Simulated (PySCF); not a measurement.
**Radial density of Co⁺ (cobalt, charge +1)**

UHF, [Ar] 3d8, high-spin 3F determinant. Calculation: PySCF 2.14, in cc-pVTZ; the non-relativistic Hamiltonian (point nucleus).

```csv
r (bohr),4πr²ρ (e/bohr),4πr²(ρα − ρβ)
0.000997,0.1581,0.0000
0.00168,0.4310,0.0000
0.00282,1.147,0.0000
0.00474,2.924,0.0000
0.00798,6.949,0.0000
0.0134,14.68,0.0000
0.0226,25.48,0.0000
0.0380,32.38,0.0004
0.0639,27.97,0.0030
0.107,27.19,0.0212
0.181,36.49,0.1431
0.304,21.36,0.6872
0.511,16.07,1.7052
0.860,16.01,1.7504
1.45,4.511,0.6954
2.43,0.6042,0.0894
4.09,0.02804,-0.0002
6.88,0.0002690,0.0000
```
